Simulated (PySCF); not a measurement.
# Sr²⁹⁺: fine-structure interval

Sr²⁹⁺ [He] 2s2 2p5 [2p1/2^2 2p3/2^3, M_J = 3/2] → Sr²⁹⁺ [He] 2s2 2p5 [2p1/2^1 2p3/2^4, M_J = 1/2], as a difference of total energies. All numbers are calculated (PySCF 2.14, the two-component X2C-1e Hamiltonian, in an even-tempered Gaussian basis (17 s from 10 bohr⁻², ratio 2.4; 12 p from 13 bohr⁻², ratio 2.4; 5 d from 53 bohr⁻², ratio 2.6; 4 f from 79 bohr⁻², ratio 2.6)). Correlated levels: nothing frozen; the 32 highest virtual spinors dropped. "Screened" scales the spin-orbit matrix elements by Boettger's factors to mimic the two-electron term; Breit and QED terms are absent.

```csv
method,fine-structure interval (cm⁻¹)
GHF (screened spin-orbit),580090
GMP2 (screened spin-orbit),580950
GHF (bare spin-orbit),613190
```
